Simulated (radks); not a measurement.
Values are calculated unless marked as measured or tabulated.
Ionisation of neutral krypton, [Kr], to [Ar] 3d10 4s2 4p5 as the strength of local exchange is varied. Code: a radial shooting solver on a logarithmic mesh with Libxc functionals. Model: Dirac Kohn-Sham, Slater X-alpha exchange (alpha = 2/3 is LDA exchange), no correlation, spin-unpolarised, spherical densities, finite nucleus; Fermi nuclear charge, rms radius 4.1884 fm.

alpha,E(Kr) (hartree),exchange (hartree),IE (eV),-e of the level emptied (eV),<r> of it (bohr)
0.598,-2774.52577,-80.27517,12.019,7.157 (4p3/2),2.015
0.667,-2783.80345,-89.83070,12.880,7.925 (4p3/2),1.982
0.694,-2787.44209,-93.58622,13.224,8.234 (4p3/2),1.969
0.815,-2803.80552,-110.52970,14.814,9.670 (4p3/2),1.916
0.999,-2828.86682,-136.64885,17.379,12.019 (4p3/2),1.842

NIST Atomic Spectra Database: 14.000 eV (measured). The Delta-SCF value meets it near alpha = 0.75. Spin polarisation and multiplet splitting are left out, so open shells lie too high by an amount that depends on their filling.

Beside tabulated values, note that spin-unpolarised runs miss the spin-polarisation part of the exchange energy of open shells.
